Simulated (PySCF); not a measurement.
SMILES CC(C)(C)[SiH2]OC (C₅H₁₄OSi), singlet (GFN2-xTB optimised geometry):

```
21

Si     0.613     0.776     0.000
O      0.397     0.039     1.429
C     -0.766    -0.255     2.141
C     -0.104    -0.172    -1.511
C      0.439     0.439    -2.805
C     -1.634    -0.092    -1.543
C      0.311    -1.644    -1.454
H      0.014     2.118     0.000
H      2.069     0.776     0.000
H     -1.428     0.612     2.192
H     -1.307    -1.084     1.677
H     -0.477    -0.544     3.152
H      0.050    -0.092    -3.673
H      1.525     0.383    -2.829
H      0.154     1.485    -2.887
H     -1.967     0.943    -1.596
H     -2.069    -0.545    -0.655
H     -2.025    -0.618    -2.415
H     -0.087    -2.189    -2.310
H     -0.060    -2.118    -0.547
H      1.395    -1.739    -1.464
```

Computed with PBE0/def2-SVP in PySCF.

**Question.** What are the frontier orbital energies and the dipole moment?

**Answer.** HOMO-2 -8.91 eV, HOMO-1 -8.23 eV, HOMO -7.33 eV, LUMO 1.11 eV, LUMO+1 1.54 eV; dipole moment 1.40 D.

On the same geometry PBE/def2-SVP (PySCF 2.14.0) gives HOMO-2 -7.38 eV, HOMO-1 -6.67 eV, HOMO -5.96 eV, LUMO 0.22 eV, LUMO+1 0.67 eV; dipole moment 1.33 D.

Meta-Löwdin charges at PBE0/def2-SVP: Si1 0.84, O2 -0.60, C3 -0.07, C4 -0.16, C5 -0.30, C6 -0.30, C7 -0.30, H8 -0.14, H9 -0.12, H10 0.09, H11 0.09, H12 0.11, H13 0.09, H14 0.10, H15 0.09, H16 0.09, H17 0.09, H18 0.09, H19 0.09, H20 0.09, H21 0.10.
